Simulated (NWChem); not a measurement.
Molecule: boron trifluoride (BF3); SMILES B(F)(F)F

```xyz
4

F      1.2620    -0.3802     0.0000
B      0.0000     0.0000     0.0000
F     -0.9603    -0.9028     0.0000
F     -0.3017     1.2830     0.0000
```
Atoms are numbered in this order, from 1.

Results from NWChem. All runs use the structure optimised with B3LYP/6-31G* (spherical d). Not confirmed as a minimum by frequencies. GIAO values for the isolated, static molecule; σ is the absolute isotropic shielding.

Task: Estimate the computed values for LDA (Slater exchange, VWN5)/pcSseg-1. Quantities: σ F1 (ppm); σ B2 (ppm).

Result: 
```json
{
  "σ F1 (ppm)": "277.9",
  "σ B2 (ppm)": "81.4"
}
```
